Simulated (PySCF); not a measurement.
Sn(Cl)(NMe2) (C2H6ClNSn), SMILES C[N]([Sn][Cl])C (connectivity only; charge and spin as stated), neutral, multiplicity 1. The structure is a stationary point at PBE0-D3(BJ)/def2-SVP. The structure was generated by enumeration; whether it is a known compound was not checked. The def2 effective core potentials stand for the cores of Sn; spin–orbit coupling is left out. The values are those of a single conformer.

Calculation: PBE0-D3(BJ)/def2-SVP (PySCF 2.14.0).

Harmonic wavenumbers (cm⁻¹): 82, 137, 198, 248, 251, 301, 311, 344, 531, 1004, 1084, 1102, 1150, 1261, 1280, 1423, 1440, 1448, 1464, 1469, 1494, 2983, 2989, 3046, 3054, 3100, 3159. Rotational constants (GHz): 2.969, 1.624, 1.064; symmetry number 1.

**Question.** Work out the zero-point energy and the ideal-gas rigid-rotor harmonic-oscillator thermochemistry at 298.15 K and 1 atm.

**Answer.** ZPE = ½ Σ hcν = ½ × 36353 cm⁻¹ = 51.97 kcal/mol. H − E(el) = 57.19 kcal/mol. Entropy in cal/(mol K): translation 41.76, rotation 28.53, vibration 17.27, total 87.55. G − E(el) = 31.08 kcal/mol. Cp = 25.33 cal/(mol K). Modes under 150 cm⁻¹ make the vibrational entropy uncertain.
